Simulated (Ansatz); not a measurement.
H7NSSi2, SMILES N[SiH2]S[SiH3].

Coordinates come from a B3LYP-D3(BJ)/def2-SVP optimisation. Other conformers were not sampled.

Two levels are set side by side: PBE/def2-SVPD (Ansatz, a program for electronic structure) and CAM-B3LYP/def2-SVPD (Ansatz). Energy differences of separate SCF runs at the same geometry; the states with an electron removed or added have multiplicity 2 and 2. Differences are taken from unrounded values.

```tsv
quantity	CAM-B3LYP	PBE	PBE minus CAM-B3LYP
vertical ionisation energy (eV)	9.30	8.93	-0.37
vertical singlet–triplet gap (eV)	5.85	5.24	-0.61
```
